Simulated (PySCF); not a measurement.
SMILES C[CH2][CdH] (C₂H₆Cd) (B3LYP/def2-SVP optimised geometry):

```
9

Cd     1.125    -0.638     0.000
H      2.815    -0.638     0.000
C     -1.028    -0.653    -0.005
C     -1.714     0.639     0.461
H     -1.345    -1.504     0.623
H     -1.345    -0.906    -1.032
H     -1.448     1.504    -0.170
H     -1.444     0.905     1.497
H     -2.815     0.551     0.432
```

Calculation: B3LYP/def2-TZVP, def2 effective core potentials past Kr (PySCF).

**Question.** What are the frontier orbital energies and the dipole moment?

**Answer.** HOMO-2 -9.21 eV, HOMO-1 -8.56 eV, HOMO -6.60 eV, LUMO -0.75 eV, LUMO+1 -0.68 eV; dipole moment 0.58 D.

On the same geometry PySCF with PBE/def2-TZVP, def2 effective core potentials past Kr gives HOMO-2 -7.99 eV, HOMO-1 -7.55 eV, HOMO -5.72 eV, LUMO -1.14 eV, LUMO+1 -1.07 eV; dipole moment 0.61 D.
